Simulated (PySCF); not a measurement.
CH6ClNOSi, SMILES C[Si](N)(O)Cl. Heavy atoms are numbered as in [CH3:1][Si:2]([NH2:3])([OH:4])[Cl:5]. Hydrogens are named by the atom that carries them.

Geometry optimised at PBE0-D3(BJ)/def2-SVP. This is a generated structure with no PubChem entry under its InChIKey; it may be hypothetical. One conformer was computed; it need not be the lowest.

Level of theory: PySCF with HF/pcSseg-1.

GIAO shieldings, no solvent; atoms alike by connectivity are averaged. δ = σ(ref) − σ: ¹³C against TMS (σ = 192.6 ppm); ²⁹Si against TMS (σ = 393.8 ppm); ¹⁵N against NH3 (σ = 267.3 ppm); ¹⁷O against H2O (σ = 333.0 ppm); ³⁵Cl against HCl (σ = 958.2 ppm); ¹H against TMS (σ = 31.99 ppm), references at their B3LYP-D3(BJ)/def2-TZVP geometries, non-relativistic (without spin–orbit terms, shifts of atoms bonded to Cl or Br come out too high).

```json
[
 {"atoms": "C1 (CH3)", "nucleus": "¹³C", "count": "1", "δ (ppm)": "3.2"},
 {"atoms": "Si2", "nucleus": "²⁹Si", "count": "1", "δ (ppm)": "[?]"},
 {"atoms": "N3 (NH2)", "nucleus": "¹⁵N", "count": "1", "δ (ppm)": "[?]"},
 {"atoms": "O4 (OH)", "nucleus": "¹⁷O", "count": "1", "δ (ppm)": "44.1"},
 {"atoms": "Cl5", "nucleus": "³⁵Cl", "count": "1", "δ (ppm)": "20.9"},
 {"atoms": "H on O4", "nucleus": "¹H", "count": "1", "δ (ppm)": "2.09"},
 {"atoms": "H on N3", "nucleus": "¹H", "count": "2", "δ (ppm)": "[?]"},
 {"atoms": "H on C1", "nucleus": "¹H", "count": "3", "δ (ppm)": "[?]"}
]
```

Q: Complete the blanks. (Estimate from the structure and the level; the computed values follow.)

A: 
- Si2, δ (ppm): -5.5
- N3 (NH2), δ (ppm): 30.6
- H on C1, δ (ppm): 0.60
- H on N3, δ (ppm): 1.26
